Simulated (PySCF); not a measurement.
Several orderings of computed values.

Species are written as SMILES; each is one conformer at its optimised geometry, gas phase, non-relativistic unless stated. Electronic properties by PySCF.

The conformers computed, where there is a choice (atom-mapped SMILES and torsion angles):
- `[CH2:1]=[C:2]([O:3][SiH3:4])[O:5][C:6]([F:7])([F:8])[O:9][CH3:10]`: C1–C2–O3–Si4 -179°, C1–C2–O5–C6 -7°, C2–O5–C6–F7 -53°, O5–C6–O9–C10 -57°
- `[F:1][CH:2]([F:3])[C@@:4]1([F:5])[SiH2:6][C@@H:7]1[S:8][SiH3:9]`: F1–C2–C4–F5 -83°, Si6–C7–S8–Si9 -151°
- `[CH2:1]=[CH:2][C:3]1=[CH:4][Si@H:5]([NH:6][SiH3:7])[CH:8]=[CH:9]1`: C1–C2–C3–C4 -179°, C4–Si5–N6–Si7 173°
- `[CH3:1][CH:2]([CH3:3])[Si@@H:4]([C:5]#[N:6])[C:7]#[C:8][SiH3:9]`: C1–C2–Si4–C5 -57°
- `[N:1]#[C:2][Si@H:3](/[CH:4]=[CH:5]\[SiH3:6])[CH:7]1[CH2:8][CH2:9]1`: C2–Si3–C4–C5 164°, C2–Si3–C7–C8 145°
- `[N:1]#[C:2]/[CH:3]=[CH:4]/[CH2:5][SiH2:6]/[CH:7]=[CH:8]\[SiH3:9]`: C3–C4–C5–Si6 97°, C4–C5–Si6–C7 -66°, C5–Si6–C7–C8 84°
- `[CH3:1][Si+:2]([CH3:3])[CH2:4][F:5]`: C1–Si2–C4–F5 177°
- `[O:1]=[C:2]([O-:3])[c:4]1[cH:5][n:6][cH:7][s:8]1`: O1–C2–C4–C5 0°
- `[CH2:1][CH2:2][CH2:3][SiH2:4][F:5]`: C1–C2–C3–Si4 -179°, C2–C3–Si4–F5 -52°

The conformers of `CO[C@@H](C=O)[Si@@H](N)O[SiH3]` aren't listed.

**Question.** Rank by HOMO energy, lowest first (PBE0/pcSseg-1 at GFN2-xTB geometries).
A. `C=CC1=C[Si@H](N[SiH3])C=C1`
B. `FC(F)[C@@]1(F)[SiH2][C@@H]1S[SiH3]`
C. `CO[C@@H](C=O)[Si@@H](N)O[SiH3]`
D. `[SiH3]OC(=C)OC(F)(OC)F`

**Answer.** C (-7.17 eV), B (-6.99 eV), D (-6.88 eV), A (-6.44 eV).

**Question.** Rank by lowest singlet excitation, lowest first (TDDFT B3LYP/def2-SVPD at PBE0-D3(BJ)/def2-SVP geometries).
A. `CC(C)[Si@@H](C#N)C#C[SiH3]`
B. `N#C/C=C/C[SiH2]/C=C\[SiH3]`
C. `C[Si+](C)CF`
D. `N#C[Si@@H](C1CC1)/C=C\[SiH3]`

**Answer.** C (4.64 eV), B (5.13 eV), A (5.39 eV), D (5.60 eV).

**Question.** Rank by HOMO–LUMO gap, lowest first (PBE0/pcSseg-1 at GFN2-xTB geometries).
A. `C=CC1=C[Si@H](N[SiH3])C=C1`
B. `FC(F)[C@@]1(F)[SiH2][C@@H]1S[SiH3]`
C. `CO[C@@H](C=O)[Si@@H](N)O[SiH3]`
D. `C=C(O[SiH3])OC(F)(F)OC`

**Answer.** A (4.64 eV), C (6.20 eV), B (6.37 eV), D (7.00 eV).

**Question.** Give the two extremes of that set in kcal/mol.

**Answer.** `C=CC1=C[Si@H](N[SiH3])C=C1`: 107 kcal/mol; `C=C(O[SiH3])OC(F)(F)OC`: 162 kcal/mol.

**Question.** Rank by electronic spatial extent ⟨r²⟩ about the centre of nuclear charge, lowest first (B3LYP/def2-SVPD at PBE0-D3(BJ)/def2-SVP geometries).
A. `CC(C)[Si@@H](C#N)C#C[SiH3]`
B. `N#C[Si@H](/C=C\[SiH3])C1CC1`
C. `C[Si+](C)CF`
D. `N#C/C=C/C[SiH2]/C=C\[SiH3]`

**Answer.** C (645 bohr²), D (1984 bohr²), B (1995 bohr²), A (2444 bohr²).

**Question.** Give the two extremes of that set in Å².

**Answer.** `C[Si+](C)CF`: 181 Å²; `CC(C)[Si@@H](C#N)C#C[SiH3]`: 684 Å².

**Question.** Rank by static isotropic polarisability, highest first (B3LYP/def2-SVPD at PBE0-D3(BJ)/def2-SVP geometries).
A. `N#C[Si@H](/C=C\[SiH3])C1CC1`
B. `CC(C)[Si@@H](C#N)C#C[SiH3]`
C. `C[Si+](C)CF`
D. `N#C/C=C/C[SiH2]/C=C\[SiH3]`

**Answer.** D (133.1 au), B (131.0 au), A (125.7 au), C (57.7 au).

**Question.** Rank by smallest rotational constant, highest first (GFN2-xTB).
A. `C(=O)([O-])c1cncs1`
B. `Fc1ccoc1`
C. `[CH2]CC[SiH2]F` [radical]
D. `O=C1C=C[SiH2]1`

**Answer.** D (2.679 GHz), B (2.547 GHz), C (1.664 GHz), A (1.058 GHz).

**Question.** By how much do the two ends of that ranking differ?

**Answer.** By 1.621 GHz, between `O=C1C=C[SiH2]1` and `O=C([O-])c1cncs1`.
